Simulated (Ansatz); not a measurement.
Geometry optimisation, RKS PBE0-D4/def2-SVP in Ansatz.

Input:

```yaml
crystal:
  periodic: [false, false, false]
  atoms:
    - { symbol: "N", position_ang: [1.79, -1.7183, 1.1505] }
    - { symbol: C, position_ang: [0.9791, -0.9483, 0.6549] }
    - { symbol: Sn, position_ang: [-0.4226, 0.3731, -0.232] }
    - { symbol: F, position_ang: [-1.8259, -0.624, -0.9158] }
    - { symbol: F, position_ang: [0.4728, 1.3259, -1.6882] }
    - { symbol: H, position_ang: [0.6164, -0.26757, 1.42506] }
basis:
  gaussian: { orbitals: def2-SVP }
hamiltonian:
  xc: pbe0
  dispersion: d4
relax:
  f_tol: 0.02
  max_steps: 50
```

Command:

```bash
$ ansatz run input.yaml --threads 2 --pin off --max-ram 3072MiB --backend cpu --events-out ev --progress --plain --runs-dir out
```

Problem. Where does it end, and by what steps?

Solution. The forces met the threshold. After 36 steps the energy has fallen by 4.786 eV; N1 moved furthest, 2.19 Å. Parted: C2–Sn3 (2.12 → 3.64 Å).

| step | energy less start (eV) | largest force component (eV/Å) | accepted |
| --- | --- | --- | --- |
| 0 | 0.0000 | 6.553 | yes |
| 2 | -2.8753 | 1.947 | yes |
| 4 | -3.5042 | 6.436 | yes |
| 6 | -4.1796 | 2.529 | yes |
| 8 | -4.3249 | 0.341 | yes |
| 10 | -4.3612 | 2.357 | yes |
| 12 | -4.4717 | 1.975 | yes |
| 14 | -4.5883 | 0.349 | yes |
| 16 | -4.6610 | 2.075 | yes |
| 18 | -4.7299 | 0.554 | yes |
| 20 | -4.7375 | 0.303 | yes |
| 22 | -4.7654 | 0.371 | yes |
| 24 | -4.7696 | 0.159 | yes |
| 26 | -4.7758 | 0.190 | yes |
| 28 | -4.7790 | 0.613 | yes |
| 30 | -4.7835 | 0.064 | yes |
| 32 | -4.7851 | 0.059 | yes |
| 34 | -4.7855 | 0.040 | yes |
| 36 | -4.7856 | 0.017 | yes |

```xyz
6
Properties=species:S:1:pos:R:3
N 0.369 -0.064 1.023
C 1.113 -0.818 1.470
Sn -1.000 0.862 -0.972
F -1.439 -1.042 -1.163
F 0.754 0.733 -1.846
H 1.813 -1.530 1.882
```

Time of the run: 50 s on 2 threads of Intel(R) Xeon(R) 6975P-C (Granite Rapids), with other jobs on the host, peak memory 0.23 GiB.
